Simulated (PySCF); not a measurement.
**Oxygen: a sound run and one with changed settings**

Sound run: O⁺ [He] 2s2 2p3, O²⁺ [He] 2s2 2p2. Calculation: PySCF 2.14, in cc-pVTZ (4s3p2d1f, 30 functions); no relativity, point nucleus. In the sound run the correlated levels freeze 1s2. The sound run starts from symmetry-adapted Hartree-Fock orbitals and uses a fine grid where one is needed.

Changed run: basis STO-3G. This setting is unsound on purpose.

```csv
species,method,sound run (hartree),changed run (hartree),converged
O⁺,UHF,-74.37037,-73.44358,yes
O⁺,PBE0,-74.50697,-73.55716,yes
O⁺,BP86,-74.56127,-73.59914,yes
O⁺,MP2,-74.46801,-73.44358,yes
O²⁺,UHF,-73.10003,-72.10797,yes
O²⁺,PBE0,-73.20936,-72.20053,yes
O²⁺,BP86,-73.26491,-72.24789,yes
O²⁺,MP2,-73.17482,-72.11973,yes
O²⁺,CCSD(T),-73.19778,-72.12986,yes
```

Ionisation energy of O⁺:

```tsv
method	sound run (eV)	changed run (eV)
UHF	34.568	36.344
PBE0	35.310	36.916
BP86	35.276	36.769
MP2	35.190	36.024
SCS-MP2	34.934	35.960
```

A minimal basis cannot let orbitals breathe on ionisation and holds almost no correlation.

For comparison, NIST gives 35.121 eV between the lowest levels.
